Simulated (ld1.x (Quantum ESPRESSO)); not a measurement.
# Scattering properties, RRKJ potential for carbon (C)

```json
{
 "Element": "C (Z = 6)",
 "Generator": "ld1.x (Quantum ESPRESSO) 7.5",
 "Type": "norm-conserving RRKJ (Kleinman–Bylander form)",
 "Functional": "LDA (PZ)",
 "Relativity": "scalar-relativistic",
 "Frozen core": "[He]",
 "Valence charge": "4",
 "Reference configuration": "2s2 2p2",
 "Partial waves": "2s (bound): rc 1.35 bohr; 3d channel at 0.05 Ry: rc 1.80 bohr; 2p (bound): rc 2.05 bohr",
 "Local potential": "the p channel",
 "Core correction": "a·sin(br)/r model core inside 0.75 bohr",
 "rho0": "0.001"
}
```

The phase is arctan(r·u′/u) with u = r·R(r), unwrapped; energies in Ry, scanned from -3 to 5 Ry. A pole is an energy at which the radial function vanishes at the test radius. The pseudo phase is shifted by a multiple of π to meet the all-electron one at the reference energy, and phase errors are pseudo minus all-electron; the curves can meet again beyond the range given. Levels narrower than the energy grid can be missing from the lists of poles.

**Question.** For each channel, where are the poles, and over which energies does the pseudopotential scatter like the atom?

**Answer.**

```
channel  radius (bohr)  reference energy (Ry)  poles, all-electron  poles, pseudo  unbroken range about the reference energy with phases within 0.05 rad  phase error 1 Ry above the reference energy (rad)
      s           2.26                  -1.00                -0.32          -0.30                                                              below 1.9                                             +0.005
      p           2.26                  -0.40                 0.29           0.31                                                              below 1.6                                             +0.013
      d           2.26                   0.05                 4.22           4.00                                                              below 4.9                                             -0.002
```

Phases in the d channel:

```json
{"E (Ry)": "-3.00", "all-electron": "1.341", "pseudo": "1.341"}
{"E (Ry)": "-2.52", "all-electron": "1.325", "pseudo": "1.325"}
{"E (Ry)": "-2.04", "all-electron": "1.305", "pseudo": "1.305"}
{"E (Ry)": "-1.56", "all-electron": "1.281", "pseudo": "1.281"}
{"E (Ry)": "-1.08", "all-electron": "1.249", "pseudo": "1.248"}
{"E (Ry)": "-0.60", "all-electron": "1.204", "pseudo": "1.204"}
{"E (Ry)": "-0.12", "all-electron": "1.139", "pseudo": "1.139"}
{"E (Ry)": "0.36", "all-electron": "1.033", "pseudo": "1.033"}
{"E (Ry)": "0.84", "all-electron": "0.833", "pseudo": "0.832"}
{"E (Ry)": "1.32", "all-electron": "0.386", "pseudo": "0.378"}
{"E (Ry)": "1.80", "all-electron": "-0.441", "pseudo": "-0.463"}
{"E (Ry)": "2.28", "all-electron": "-1.030", "pseudo": "-1.051"}
{"E (Ry)": "2.76", "all-electron": "-1.290", "pseudo": "-1.309"}
{"E (Ry)": "3.24", "all-electron": "-1.424", "pseudo": "-1.444"}
{"E (Ry)": "3.72", "all-electron": "-1.508", "pseudo": "-1.531"}
{"E (Ry)": "4.20", "all-electron": "-1.569", "pseudo": "-1.598"}
{"E (Ry)": "4.68", "all-electron": "-1.620", "pseudo": "-1.660"}
```
